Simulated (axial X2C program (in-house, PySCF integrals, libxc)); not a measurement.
Nuclear properties of FRuF⁺

Calculated with an in-house all-electron X2C program for linear molecules (integrals from PySCF): two-component X2C with atomic mean-field Coulomb and Gaunt terms, Gaussian nuclei, basis F dyall-av3z, Ru dyall-v3z with contracted cores.

F–Ru–F held linear, with bonds 1.827 and 1.827 Å (a rough geometry, not the PBE0 minimum).

Determinant lowest in the PBE0 search, Ω = 7/2 (⟨Sz⟩ = 1.50, ⟨Lz⟩ = 2.00 at PBE0), spin on the atoms F 0.10, Ru 1.30, F 0.10:

```tsv
level	A∥/gI F (MHz)	qzz F (a.u.)	A∥/gI Ru (MHz)	qzz Ru (a.u.)
PBE0	-9.97	1.06	119	-0.88
HF	-1.7	1.15	-5.58	-0.22
BHandHLYP	-6.57	1.06	90.5	-0.60
```

Determinant 0.08 eV from it at PBE0 and this distance, Ω = 5/2 (⟨Sz⟩ = 2.48, ⟨Lz⟩ = 0.02 at PBE0), spin on the atoms F 0.16, Ru 2.16, F 0.16:

```tsv
level	A∥/gI F (MHz)	qzz F (a.u.)	A∥/gI Ru (MHz)	qzz Ru (a.u.)
PBE0	-9.04	0.52	699	-6.61
HF	9.84	0.71	335	-7.41
BHandHLYP	-0.983	0.50	608	-6.86
```

A∥ (defined per Ω) follows by multiplying with gI = μI/(I μN); qzz is the electric field gradient, eQq0 = 234.96 MHz × Q/barn × qzz. The operators were transformed with the bare-nucleus X2C matrices; with these basis sets, hyperfine constants and field gradients can be off by tens of per cent, and where levels differ in sign neither size nor sign is settled.

The molecule was held linear; bending was not examined, so a bent shape may lie lower.

Each state is one determinant with collinear spin, which with several unpaired electrons need not be a pure state. Unrestricted Hartree–Fock can overshoot spin polarisation at the nuclei. With several open shells hyperfine constants can be off by a factor of several. At HF a later determinant lies lower. States lie within half an eV, so the first need not be the ground state. Where a field gradient or hyperfine factor spreads by more than a factor of two over the levels, a constant derived from it is not to be relied on. PBE0 term energies can be off by some tenths of an eV.
